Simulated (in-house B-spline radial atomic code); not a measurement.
Orbital energies and mean radii along the 21-electron series, configuration 1s2 2s2 2p6 3s2 3p6 3d3/2(3). The effective charge is n√(-2ε), a non-relativistic measure. Computed with a B-spline radial code for spherical atoms: Dirac-Hartree-Fock, jj configuration that fills j = l - 1/2 first, finite nuclei.

```
 ion   Z  energy of 3d3/2 (Eh)  mean radius of 3d3/2 (bohr)  energy of 2p1/2 (Eh)  mean radius of 2p1/2 (bohr)  energy of 3p3/2 (Eh)  mean radius of 3p3/2 (bohr)  effective charge of 3d3/2
 V2+  23               -1.0682                       1.2919               -20.886                      0.27154               -2.5758                       1.0213                      4.385
Cr3+  24               -1.7927                       1.0923               -24.027                      0.25748               -3.4636                      0.94433                     5.6805
Mn4+  25                     ?                            ?                     ?                            ?                     ?                            ?                          ?
Fe5+  26                     ?                            ?                     ?                            ?                     ?                            ?                          ?
Co6+  27               -4.7299                      0.78357               -35.142                      0.22254               -6.9045                      0.76635                      9.227
Ni7+  28               -5.9491                      0.72092               -39.393                      0.21282               -8.2917                      0.72084                     10.348
Cu8+  29               -7.2853                      0.66864               -43.915                      0.20387               -9.7955                      0.68044                     11.451
```

(1) Fill in the row of Mn4+.

(2) Fill in the row of Fe5+.

(3) How does the screening of 3d3/2 change?

Answers

(1) energy of 3d3/2 (Eh): -2.6487; mean radius of 3d3/2 (bohr): 0.95904; energy of 2p1/2 (Eh): -27.456; mean radius of 2p1/2 (bohr): 0.24474; energy of 3p3/2 (Eh): -4.4868; mean radius of 3p3/2 (bohr): 0.87686; effective charge of 3d3/2: 6.9048.

(2) energy of 3d3/2 (Eh): -3.629; mean radius of 3d3/2 (bohr): 0.86062; energy of 2p1/2 (Eh): -31.163; mean radius of 2p1/2 (bohr): 0.23314; energy of 3p3/2 (Eh): -5.6353; mean radius of 3p3/2 (bohr): 0.81796; effective charge of 3d3/2: 8.0822.

(3) Z less the effective charge goes from 18.62 at Z = 23 to 17.55 at Z = 29.
